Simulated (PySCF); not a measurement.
# Working out the ionisation energy of F+

F+ [He] 2s2 2p4 (3P) → F(2+) [He] 2s2 2p3 (4S). All numbers are calculated (PySCF 2.14, scalar relativity by spin-free X2C-1e, in x2c-QZVPPall (7s4p3d2f1g, 57 functions)). Frozen: 1s2. Energies in hartree (1 hartree = 27.21139 eV):

```
            part  F+ (lower)  F(2+) (upper)
             UHF  -98.928456     -97.701505
CCSD correlation   -0.172190      -0.121494
             (T)   -0.002500      -0.001420
```

What does Hartree-Fock give?

(-97.701505) − (-98.928456) = 1.226951 hartree = 33.387 eV.

What do CCSD and CCSD(T) give?

The CCSD correlation energies differ by 0.050696 hartree = 1.380 eV and the triples by 0.001080 hartree = 0.029 eV, so CCSD gives 34.767 eV and CCSD(T) 34.796 eV.

Measured between the centres of the two terms (NIST): 34.950 eV, so CCSD(T) (valence) is off by -0.154 eV.

What remains against the reference includes basis incompleteness, the frozen core and higher excitations.
